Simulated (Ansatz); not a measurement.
## Molecular dynamics of BH3NPS

The input (input.yaml):

```yaml
crystal:
  periodic: [false, false, false]
  atoms:
    - { symbol: S, position_ang: [-2.37511, -0.469309, -0.337697] }
    - { symbol: P, position_ang: [-0.567065, 0.538081, -0.505488] }
    - { symbol: B, position_ang: [0.815098, 0.565982, 0.904898] }
    - { symbol: "N", position_ang: [0.869719, -0.432319, -0.027811] }
    - { symbol: H, position_ang: [-1.28667, 0.065743, -1.752723] }
    - { symbol: H, position_ang: [1.295554, 0.996969, 1.909488] }
    - { symbol: H, position_ang: [1.309774, -1.333147, -0.236466] }
basis:
  gaussian: { orbitals: "6-31G*" }
hamiltonian:
  xc: pbe
  dispersion: d4
md:
  timestep: 0.5
  n_steps: 200
  ensemble: nve
  temperature: 300.0
  initial_velocities: maxwell_boltzmann
  seed: 10817
```

Command:

```bash
$ ansatz run input.yaml --threads 1 --pin off --max-ram 2048MiB --backend cpu --events-out ev --progress --plain --runs-dir out
```

It starts at the highest image of a converged band. Of that band: The profile has 2 maxima (images 1, 4) with wells between them (image 2): this band takes more than one step, which may be the mechanism or a detour left from its start path. Neighbouring images differ by up to 1.8 eV, so the band resolves the path poorly. A vibrational analysis at the climbing image gives one clearly imaginary mode, 1147i cm⁻¹: a first-order saddle point.

Output, in part (step lines, the closing report, with atoms numbered from 0):

```
md step     0: t =     0.00 fs  T =   300.0 K  F+E_penalty+E_count = -22324.81261126 eV  E_kin = 0.193890 eV  conserved = -22324.61872126 eV  (30 SCF iters)
[... lines left out ...]
Total energy: -22325.30436187 eV, -820.4398026638 hartree
Atom 0 at    -2.136817    -0.385308    -0.150701 Å, force    -1.046660    -2.312454    -3.008205 eV/Å
Atom 1 at    -0.506467     0.684363    -0.813339 Å, force     1.382191     0.266558     2.163670 eV/Å
Atom 2 at     0.136005     0.051695     1.096592 Å, force     1.047354     1.334233    -0.431860 eV/Å
Atom 3 at     0.828048    -0.460234     0.053125 Å, force     0.299316     0.377533    -1.626889 eV/Å
Atom 4 at    -2.197612    -1.273979    -1.472360 Å, force    -0.626004     1.060006     2.383091 eV/Å
Atom 5 at     0.280339     0.340631     2.283985 Å, force    -0.427755    -0.382488    -0.685492 eV/Å
Atom 6 at     1.656640    -0.600505    -0.559641 Å, force    -0.628441    -0.343388     1.205685 eV/Å
Dipole moment:     0.379342    -0.163259    -0.158158 e Å
```

The steps, from the saved trajectory:

```
time (fs)  T (K)  potential energy less start (eV)  conserved less start (meV/atom)
      0.0    300                             0.000                             0.00
      3.0    198                             0.067                             0.14
      6.0    283                             0.012                             0.06
      9.0    438                            -0.088                             0.19
     12.0   1241                            -0.607                             0.16
     15.0   2258                            -1.267                            -0.15
     18.0   2942                            -1.712                            -0.63
     21.0   1965                            -1.076                             0.10
     24.0   1249                            -0.612                             0.14
     27.0   1652                            -0.874                            -0.03
     30.0   1362                            -0.690                            -0.48
     33.0   1589                            -0.839                            -0.91
     36.0   1351                            -0.679                             0.08
     39.0   1101                            -0.516                             0.20
     42.0   2006                            -1.104                            -0.16
     45.0   1997                            -1.095                             0.23
     48.0   2323                            -1.312                            -0.69
     51.0   1339                            -0.670                             0.19
     54.0   1157                            -0.553                             0.20
     57.0   1944                            -1.068                            -0.72
     60.0   1098                            -0.509                             0.88
     63.0   2089                            -1.159                            -0.48
     66.0   1271                            -0.626                             0.21
     69.0   1583                            -0.829                             0.09
     72.0   2369                            -1.342                            -0.66
     75.0   1768                            -0.947                             0.25
     78.0   1602                            -0.842                            -0.09
     81.0    951                            -0.419                             0.18
     84.0   1370                            -0.691                             0.12
     87.0   1911                            -1.046                            -0.69
     90.0   1866                            -1.014                            -0.27
     93.0   2081                            -1.152                            -0.21
     96.0   1059                            -0.489                             0.17
     99.0    900                            -0.386                             0.15
```

The run went to its last step. The conserved energy stayed within 1 meV per atom of its start (net change 0.095 meV per atom), so the integration is sound. The system heated up, since it started high on the potential surface and ran downhill. A run of 0.1 ps of so small a system gives no equilibrium averages. The orbitals stay closed-shell, which can raise the energy where a bond breaks towards radicals; this wasn't checked here.

The step under study would form P2–H5 and break S1–H5. These pairs go: P2–H5 1.52 → 2.67 Å, S1–H5 1.86 → 1.59 Å. In the last frame they stand as before the step (other bonds may differ from the relaxed reactants and products). These pairs come and go: their bonding changes 4 times, last at 98 of 100 fs, so the outcome isn't settled. It ends as one piece, BH3NPS. Pairs count as bonded within 1.25 times the sum of covalent radii (0.12 Å more for H–H).

Last frame:

```xyz
7
Properties=species:S:1:pos:R:3
S -2.137 -0.385 -0.151
P -0.506 0.684 -0.813
B 0.136 0.052 1.097
N 0.828 -0.460 0.053
H -2.198 -1.274 -1.472
H 0.280 0.341 2.284
H 1.657 -0.601 -0.560
```

The run took 6.8 min on 1 thread of Arm Neoverse V1 (shared host), peak memory 0.25 GiB.
